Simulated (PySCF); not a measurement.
**Molecular orbitals of CuC**

PBE0 at R = 1.786 Å; Cu cc-pVDZ-PP with ECP10, C cc-pVDZ; scalar-relativistic core potentials (PySCF 2.14). State: ⁴Σ⁻ (quartet), unpaired electrons σ ↑, π ↑↑. Only the outer orbitals are listed, counted within each symmetry, core potentials removing the inner ones.

| spin | orbital | occ. | ε (eV) | on Cu (%) | main shells (%) |
| --- | --- | --- | --- | --- | --- |
| α | 2π | 1 | -9.43 | 88 | 88 Cu d, 12 C p |
| α | 2π | 1 | -9.43 | 88 | 88 Cu d, 12 C p |
| α | 5σ | 1 | -9.15 | 69 | 68 Cu d, 25 C p |
| α | 1δ | 1 | -8.61 | 100 | 100 Cu d |
| α | 1δ | 1 | -8.60 | 100 | 100 Cu d |
| α | 6σ | 1 | -6.90 | 62 | 46 Cu s, 37 C p, 16 Cu d |
| α | 3π | 1 | -5.90 | 23 | 77 C p, 12 Cu d, 11 Cu p |
| α | 3π | 1 | -5.90 | 23 | 77 C p, 12 Cu d, 11 Cu p |
| α | 7σ | 0 | -2.30 | 77 | 37 Cu s, 33 Cu p, 22 C p |
| α | 4π | 0 | 0.52 | 93 | 92 Cu p |
| α | 4π | 0 | 0.52 | 93 | 92 Cu p |
| β | 4σ | 1 | -13.07 | 32 | 64 C s, 19 Cu d, 9 Cu s |
| β | 2π | 1 | -8.78 | 97 | 97 Cu d |
| β | 2π | 1 | -8.78 | 97 | 97 Cu d |
| β | 1δ | 1 | -8.52 | 100 | 100 Cu d |
| β | 1δ | 1 | -8.52 | 100 | 100 Cu d |
| β | 5σ | 1 | -8.35 | 84 | 76 Cu d, 14 C s |
| β | 6σ | 0 | -3.17 | 73 | 60 Cu s, 19 C p, 12 Cu p |
| β | 3π | 0 | -1.00 | 48 | 52 C p, 46 Cu p |
| β | 3π | 0 | -1.00 | 48 | 52 C p, 46 Cu p |

Q: Which are the highest filled and the lowest empty level, where do they sit, and how wide is the gap?

A: Highest filled α 3π at -5.90 eV (in %: 77 C p, 12 Cu d, 11 Cu p); lowest empty β 6σ at -3.17 eV (in %: 60 Cu s, 19 C p, 12 Cu p); the gap at PBE0 is 2.73 eV.

The bond order (Mayer) is 1.47. The ⟨S²⟩ is 3.783, the charge on Cu (Mulliken, basis-dependent) is 0.23 and the charge on Cu (Löwdin, basis-dependent) is 0.06. The dipole moment (positive dipole means Cu(−)C(+)) is -3.51 D and the polarisability along the bond is 50.8 bohr³. The polarisability across the bond is 29.3 bohr³.

The state is the lowest single determinant that the PBE0 search found; with open d or f shells the true ground state can be another one.
